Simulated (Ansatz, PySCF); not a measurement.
Si(Cl)2(OH)2 (Cl2H2O2Si), SMILES O[Si](O)(Cl)Cl. Atoms are numbered in the order given.

```xyz
7

O      0.0025    -1.6113    -0.8912
Si    -0.2411    -0.2217    -0.0549
O     -1.7764    -0.0230     0.4867
Cl     0.2658     1.2784    -1.3442
Cl     0.9299    -0.1745     1.6172
H      0.0037    -2.4282    -0.3817
H     -2.4461     0.1772    -0.1753
```

Geometry optimised at PBE0-D3(BJ)/def2-SVP. Other conformers were not sampled.

Two levels are set side by side: PBE-D3(BJ)/def2-SVP (Ansatz, an electronic-structure program) and PBE0-D3(BJ)/def2-SVP (Ansatz). Each level has its own optimised geometry; the coordinates shown are those of the second. Frequencies come from the Hessian of PySCF at each geometry. Differences are taken from unrounded values.

```json
[
 {"quantity": "mean bond length (Å)", "PBE0-D3(BJ)": "1.548"},
 {"quantity": "bond O1–Si2 (Å)", "PBE0-D3(BJ)": "1.640"},
 {"quantity": "bond Si2–O3 (Å)", "PBE0-D3(BJ)": "1.640"},
 {"quantity": "bond Si2–Cl4 (Å)", "PBE0-D3(BJ)": "2.042"},
 {"quantity": "bond Si2–Cl5 (Å)", "PBE0-D3(BJ)": "2.042"},
 {"quantity": "bond O1–H6 (Å)", "PBE0-D3(BJ)": "0.963"},
 {"quantity": "bond O3–H7 (Å)", "PBE0-D3(BJ)": "0.963"},
 {"quantity": "highest harmonic wavenumber (cm⁻¹)", "PBE0-D3(BJ)": "3925"},
 {"quantity": "mean harmonic wavenumber (cm⁻¹)", "PBE0-D3(BJ)": "943"},
 {"quantity": "zero-point energy (kcal/mol)", "PBE0-D3(BJ)": "20.23"}
]
```

### Question
What does PBE-D3(BJ) give, and how far is it from PBE0-D3(BJ)? (Estimate from the structure and the level; the computed values follow.)

### Answer

```csv
quantity,PBE-D3(BJ),PBE-D3(BJ) minus PBE0-D3(BJ)
mean bond length (Å),1.564,0.016
bond O1–Si2 (Å),1.659,0.019
bond Si2–O3 (Å),1.659,0.019
bond Si2–Cl4 (Å),2.058,0.016
bond Si2–Cl5 (Å),2.058,0.016
bond O1–H6 (Å),0.974,0.012
bond O3–H7 (Å),0.974,0.012
highest harmonic wavenumber (cm⁻¹),3754,-170
mean harmonic wavenumber (cm⁻¹),909,-34
zero-point energy (kcal/mol),19.49,-0.73
```

GGA bonds tend to be longer and softer than those of functionals with exact exchange. Differences between two approximate levels are no errors against the true value.
